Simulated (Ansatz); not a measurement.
Compare A (`O=CCC(F)(F)F`) with its isomer B (`FC(F)[C@H]1O[C@H]1F`).

Gas-phase electronic energies from Ansatz, PBE0-D4/def2-TZVP geometries. CCSD(T)/CBS adds triple-zeta CCSD(T) − MP2 to the extrapolated MP2 energy (def2 sets, frozen cores). DFT in def2-TZVPP. B3LYP here is the variant with VWN-RPA as its local correlation; programs differ in this. Each species was taken in one conformer, which may not be the lowest.

Problem. Which is lower in electronic energy at CCSD(T)/CBS, and by how much? (Estimate.)

Solution. The calculation gave: A, by 129.2 kJ/mol.

Problem. Give E(B) − E(A) in kJ/mol with PBE-D4, B2PLYP, PBE0-D4, CCSD/def2-TZVPP, ωB97M-V, CCSD(T)/def2-SVP, B3LYP. (Estimate.)

Solution. The calculation gave: PBE-D4 115.8, B2PLYP 131.8, PBE0-D4 117.9, CCSD/def2-TZVPP 131.9, ωB97M-V 127.5, CCSD(T)/def2-SVP 149.1, B3LYP 129.6. None reverses the order clearly.

Problem. Does the order hold for the free energy at 298.15 K (harmonic terms from PBE0-D4)? (An estimate is asked.)

Solution. The calculation gave: Yes: G(B) − G(A) = +136.8 kJ/mol, for one conformer each. Modes under 60 cm⁻¹, often nearly free rotors, make the harmonic entropy too high.

Largest T1 diagnostic: 0.013.

At CCSD(T), def2-SVP lies +20.0 kJ/mol from the extrapolated value and def2-TZVPP +1.8 kJ/mol. Leaving LDA and LC-ωPBE aside and taking each functional with its dispersion term where it has one, the values, not all of them listed here, spread over 18.5 kJ/mol, from PBE-D4 to BHLYP-D4. LDA lies −6.9 kJ/mol from PBE without D4.
